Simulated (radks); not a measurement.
Charge is removed step by step from the 4d (averaged over the sub-levels emptied) level of Pd, starting from [Kr] 4d10. Method: Dirac Kohn-Sham, PBE, spin-unpolarised, spherical densities, point nucleus; computed with a radial shooting solver on a logarithmic mesh with Libxc functionals.

removed (e)  E - E(0) (eV)  eigenvalue (eV)  E minus straight line (eV)
0                    0.000           -4.055                       0.000
0.125                0.579           -5.224                      -0.561
0.25                 1.308           -6.442                      -0.972
0.375                2.192           -7.706                      -1.228
0.5                  3.236           -9.013                      -1.323
0.625                4.447          -10.359                      -1.253
0.75                 5.828          -11.743                      -1.012
0.875                7.384          -13.162                      -0.596
1                    9.120          -14.616                       0.000

Removing the whole electron costs 9.120 eV by Delta-SCF, against 4.055 eV from minus the eigenvalue at the starting occupation. Slater's transition state (half an electron removed) gives 9.013 eV. Integrating minus the eigenvalue over the occupation (Janak's theorem) gives 9.120 eV. The mean slope of the eigenvalue, de/dn, is 10.6 eV per electron. Ionisation energy of Pd in the NIST Atomic Spectra Database: 8.337 eV (measured).

Beside tabulated values, note that spin-unpolarised runs miss the spin-polarisation part of the exchange energy of open shells.
